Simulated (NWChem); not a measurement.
Species: BF cation, doublet

Computed with NWChem. Spin-unrestricted. Structure relaxed at the PBE0-D3(BJ)/def2-TZVP, spin-unrestricted level. No stability test was run on the SCF state. Vertical excitations in the gas phase; the lowest state need not have the same character in each row. Excited states of an open shell can be spin-contaminated.

For level CAM-B3LYP/aug-cc-pVDZ, TDA:

```yaml
oscillator_strength_of_that_lowest_state: 0.071
lowest empty minus highest occupied level, either spin (eV): 8.44
```

### Question
What are these values for level PBE/aug-cc-pVDZ, TDA?

### Answer
| Item | Value |
|---|---|
| oscillator strength of that lowest state | 0.055 |
| lowest empty minus highest occupied level, either spin (eV) | 3.61 |
